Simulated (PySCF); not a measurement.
**Diatomics of H with the chalcogens**

PBE with double-zeta basis sets in PySCF, for the lowest determinant that a PBE0 search found; no spin–orbit coupling. De refers to high-spin ground-configuration atoms. A positive dipole means M(−)H(+).

```json
{"M": "O", "basis": "cc-pVDZ", "state (unpaired electrons)": "doublet (π ↑)", "Re (Å)": "0.993", "ωe (cm⁻¹)": "3519", "De (eV)": "4.50", "μ (D)": "1.63"}
{"M": "S", "basis": "aug-cc-pVDZ/aug-cc-pV(D+d)Z", "state (unpaired electrons)": "doublet (π ↑)", "Re (Å)": "1.365", "ωe (cm⁻¹)": "2607", "De (eV)": "3.79", "μ (D)": "0.77"}
{"M": "Se", "basis": "def2-SVPD", "state (unpaired electrons)": "doublet (π ↑)", "Re (Å)": "1.489", "ωe (cm⁻¹)": "2360", "De (eV)": "3.43", "μ (D)": "0.50"}
{"M": "Te", "basis": "aug-cc-pVDZ-PP/aug-cc-pVDZ", "state (unpaired electrons)": "doublet (π ↑)", "Re (Å)": "1.683", "ωe (cm⁻¹)": "2063", "De (eV)": "2.95", "μ (D)": "0.08"}
```

The shortest bond is that of OH (0.993 Å), the longest that of TeH (1.683 Å). OH is bound most strongly (4.50 eV) and TeH least (2.95 eV).

The rows differ in basis set, which adds steps of its own.

Down a group the atoms grow and get heavier, so bonds lengthen and wavenumbers fall; this series shows no clear exception.

These are scalar-relativistic numbers at best; spin–orbit coupling would shift them, the dissociation energy most. States were picked by a PBE0 search and need not be the measured ground states.
